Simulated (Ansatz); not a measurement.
Cartesian coordinates in Å:
```
C -1.214 -2.003 0.043
Al 0.374 -1.754 -1.048
O 1.161 -0.255 -1.002
Si 1.379 1.281 -0.508
Si -0.258 1.914 1.052
H -1.641 -3.003 -0.063
H -0.990 -1.845 1.103
H -1.989 -1.277 -0.222
H 1.015 -2.844 -1.997
H 2.727 1.426 0.112
H 1.321 2.202 -1.679
H -1.622 1.810 0.459
H -0.215 1.030 2.251
H -0.048 3.319 1.499
```

The species carries charge 0 and has multiplicity 1.

Q: List the r2SCAN/def2-TZVPP orbital energies in eV (the Gaussian-basis code of Ansatz). (Best estimate.)

A: Ansatz gave: Occupied: -1791.34, -1790.69, -1516.97, -515.48, -272.46, -141.71, -141.21, -110.48, -96.60, -96.56, -96.55, -96.06, -96.06, -96.05, -70.85, -70.62, -70.56, -25.40, -17.78, -14.38, -13.15, -10.93, -10.19, -10.14, -9.71, -9.43, -8.89, -8.74, -8.73, -7.73, -7.31, -6.68. Lowest empty: -1.18, -0.88, -0.06, 0.25, 0.55, 0.95, 1.16, 1.53.
